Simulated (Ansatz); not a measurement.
A trace of molecular dynamics of C3H7FSSi (13 atoms, charge 0, multiplicity 1).

These are results of RKS r2SCAN-D4/6-31G* (Ansatz), not measurements.

| Property | Result |
| --- | --- |
| ensemble | NVE (velocity Verlet) |
| starting velocities drawn for | 100 K |
| seed | 7718 |

```json
{"time (fs)": "0.0", "T (K)": "100", "potential energy less start (eV)": "0.000", "conserved less start (meV/atom)": "0.00"}
{"time (fs)": "3.5", "T (K)": "68", "potential energy less start (eV)": "0.046", "conserved less start (meV/atom)": "0.04"}
{"time (fs)": "7.0", "T (K)": "52", "potential energy less start (eV)": "0.068", "conserved less start (meV/atom)": "0.03"}
{"time (fs)": "10.5", "T (K)": "55", "potential energy less start (eV)": "0.064", "conserved less start (meV/atom)": "0.01"}
{"time (fs)": "14.0", "T (K)": "33", "potential energy less start (eV)": "0.095", "conserved less start (meV/atom)": "0.04"}
{"time (fs)": "17.5", "T (K)": "29", "potential energy less start (eV)": "0.101", "conserved less start (meV/atom)": "0.02"}
{"time (fs)": "21.0", "T (K)": "35", "potential energy less start (eV)": "0.093", "conserved less start (meV/atom)": "0.01"}
{"time (fs)": "24.5", "T (K)": "38", "potential energy less start (eV)": "0.089", "conserved less start (meV/atom)": "0.04"}
{"time (fs)": "28.0", "T (K)": "54", "potential energy less start (eV)": "0.066", "conserved less start (meV/atom)": "0.02"}
{"time (fs)": "31.5", "T (K)": "59", "potential energy less start (eV)": "0.059", "conserved less start (meV/atom)": "0.02"}
{"time (fs)": "35.0", "T (K)": "59", "potential energy less start (eV)": "0.059", "conserved less start (meV/atom)": "0.04"}
{"time (fs)": "38.5", "T (K)": "73", "potential energy less start (eV)": "0.039", "conserved less start (meV/atom)": "0.01"}
{"time (fs)": "42.0", "T (K)": "62", "potential energy less start (eV)": "0.054", "conserved less start (meV/atom)": "0.02"}
{"time (fs)": "45.5", "T (K)": "47", "potential energy less start (eV)": "0.077", "conserved less start (meV/atom)": "0.04"}
{"time (fs)": "49.0", "T (K)": "49", "potential energy less start (eV)": "0.072", "conserved less start (meV/atom)": "0.01"}
{"time (fs)": "52.5", "T (K)": "40", "potential energy less start (eV)": "0.086", "conserved less start (meV/atom)": "0.02"}
{"time (fs)": "56.0", "T (K)": "34", "potential energy less start (eV)": "0.094", "conserved less start (meV/atom)": "0.03"}
{"time (fs)": "59.5", "T (K)": "43", "potential energy less start (eV)": "0.081", "conserved less start (meV/atom)": "0.02"}
{"time (fs)": "63.0", "T (K)": "54", "potential energy less start (eV)": "0.066", "conserved less start (meV/atom)": "0.02"}
{"time (fs)": "66.5", "T (K)": "61", "potential energy less start (eV)": "0.056", "conserved less start (meV/atom)": "0.03"}
{"time (fs)": "70.0", "T (K)": "68", "potential energy less start (eV)": "0.046", "conserved less start (meV/atom)": "0.02"}
{"time (fs)": "73.5", "T (K)": "77", "potential energy less start (eV)": "0.033", "conserved less start (meV/atom)": "0.02"}
{"time (fs)": "77.0", "T (K)": "79", "potential energy less start (eV)": "0.030", "conserved less start (meV/atom)": "0.03"}
{"time (fs)": "80.5", "T (K)": "68", "potential energy less start (eV)": "0.046", "conserved less start (meV/atom)": "0.03"}
{"time (fs)": "84.0", "T (K)": "60", "potential energy less start (eV)": "0.057", "conserved less start (meV/atom)": "0.03"}
{"time (fs)": "87.5", "T (K)": "61", "potential energy less start (eV)": "0.056", "conserved less start (meV/atom)": "0.03"}
```

Question: Is this trajectory sound?

Answer: The conserved energy stayed within 0.051 meV per atom of its start (net change 0.026 meV per atom), so the integration is sound. A run of 0.088 ps of so small a system gives no equilibrium averages. The orbitals stay closed-shell, which can raise the energy where a bond breaks towards radicals; this wasn't checked here. The time step was 0.5 fs.

Run time: 12 min on 2 threads of Intel(R) Xeon(R) Platinum 8259CL CPU @ 2.50GHz (Skylake/Cascade Lake) (shared host), peak memory 0.22 GiB.
